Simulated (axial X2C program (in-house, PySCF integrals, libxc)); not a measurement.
## Which molecule has these constants?

Calculated with an in-house all-electron X2C program for linear molecules (integrals from PySCF), spin-free (one-electron X2C) or two-component (2c: spin–orbit coupling with atomic mean-field Coulomb and Gaunt terms, which also bring small scalar terms), in Dyall basis sets with cores contracted in-house; open shells are unrestricted.

A two-component PBE0 calculation in a Dyall 3-zeta basis gave Re = 2.609 Å, ωe = 260.2 cm⁻¹, dipole magnitude 2.03 D, Ω = 3/2.

**Question.** Which molecule is it?
A. InSn
B. InC
C. InSi
D. InGe

**Answer.** C. The others have InC 2.200 Å and 475.2 cm⁻¹ (Ω = 3/2); InSn 2.841 Å and 145.8 cm⁻¹ (Ω = 3/2); InGe 2.655 Å and 180.2 cm⁻¹ (Ω = 3/2).

Each entry is the lowest single determinant of a limited PBE0 search at one distance. De goes to single-determinant-based atoms at the same level (for ions the charge split of lowest energy) and is withheld (n/a) where an atom does not fit its ground term or J level. Main or longest-lived isotopes. One determinant is a doubtful description, or other states lie close, for InSi, InC, InSn, InGe; these need not be ground states, and all values refer to the states named. With several unpaired electrons the Ω given is that of one determinant, not necessarily of the lowest component. The functionals have no current term, which raises determinants with orbital currents.
